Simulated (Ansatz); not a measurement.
Geometry optimisation, Ansatz 0.2.0, RKS PBE-D4/6-31G.

input.yaml

```yaml
crystal:
  periodic: [false, false, false]
  atoms:
    - { symbol: O, position_ang: [-0.42341, 1.35014, -0.36332] }
    - { symbol: B, position_ang: [0.70309, 0.57588, -0.20337] }
    - { symbol: Si, position_ang: [0.22192, -1.2973, 0.36275] }
    - { symbol: F, position_ang: [-1.38795, -0.94235, 0.3547] }
    - { symbol: H, position_ang: [-0.44225, 2.28371, -0.64004] }
    - { symbol: H, position_ang: [-1.29925, 0.93399, -0.1936] }
    - { symbol: H, position_ang: [1.72273, 1.10411, -0.41518] }
    - { symbol: H, position_ang: [0.52396, -1.66906, 1.7311] }
    - { symbol: H, position_ang: [0.38116, -2.33911, -0.63305] }
total_charge: 1
basis:
  gaussian: { orbitals: "6-31G" }
hamiltonian:
  xc: pbe
  dispersion: d4
relax:
  f_tol: 0.02
  max_steps: 40
scf:
  lower_state_search: "off"
```

Run as:

```bash
$ ansatz run input.yaml --threads 1 --pin off --max-ram 2048MiB --backend cpu --events-out ev --progress --plain --runs-dir out
```

Where does it end, and by what steps?

It converged. Limits of this set-up: no polarisation functions, the dipole of an ion depends on the origin. After 8 steps the energy has fallen by 0.660 eV; H6 moved furthest, 0.33 Å.

```json
{"step": "0", "energy less start (eV)": "0.0000", "largest force component (eV/Å)": "3.453", "accepted": "yes"}
{"step": "1", "energy less start (eV)": "-0.4278", "largest force component (eV/Å)": "1.669", "accepted": "yes"}
{"step": "2", "energy less start (eV)": "-0.5786", "largest force component (eV/Å)": "0.821", "accepted": "yes"}
{"step": "3", "energy less start (eV)": "-0.6227", "largest force component (eV/Å)": "0.490", "accepted": "yes"}
{"step": "4", "energy less start (eV)": "-0.6490", "largest force component (eV/Å)": "0.414", "accepted": "yes"}
{"step": "5", "energy less start (eV)": "-0.6579", "largest force component (eV/Å)": "0.163", "accepted": "yes"}
{"step": "6", "energy less start (eV)": "-0.6598", "largest force component (eV/Å)": "0.059", "accepted": "yes"}
{"step": "7", "energy less start (eV)": "-0.6602", "largest force component (eV/Å)": "0.039", "accepted": "yes"}
{"step": "8", "energy less start (eV)": "-0.6603", "largest force component (eV/Å)": "0.015", "accepted": "yes"}
```

```xyz
9
Properties=species:S:1:pos:R:3
O -0.424 1.308 -0.352
B 0.827 0.603 -0.221
Si 0.226 -1.277 0.354
F -1.495 -0.668 0.279
H -0.557 2.251 -0.615
H -1.258 0.621 -0.105
H 1.840 1.182 -0.447
H 0.491 -1.656 1.782
H 0.349 -2.363 -0.674
```

Run time: 9.9 s on 1 thread of Intel(R) Xeon(R) 6975P-C (Granite Rapids), on a shared host, peak memory 0.16 GiB.
